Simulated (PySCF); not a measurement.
dimethyl telluride cation (C2H6Te), SMILES C[Te]C (connectivity only; charge and spin as stated), charge +1, multiplicity 2.

Geometry: B3LYP-D3(BJ)/def2-SVP. The multiplicity is an assumed one; other spin states were not compared. The def2 effective core potentials stand for the cores of Te; spin–orbit coupling is left out.

All values below come from PySCF with PBE/def2-TZVPD.

* **total energy**: -347.46286 hartree
* **point group**: C2v
* **α spin, highest occupied and lowest empty level**: -12.05 and -7.12 eV
* **β spin, highest occupied and lowest empty level**: -13.16 and -10.70 eV
* **dipole moment about the centre of nuclear charge**: 1.73 D
* **mean static polarisability**: 57.6 bohr³ (8.54 Å³)
* **polarisability, principal values**: 44.2, 58.6, 70.1 bohr³
* **⟨S²⟩**: 0.753 (pure state 0.75)
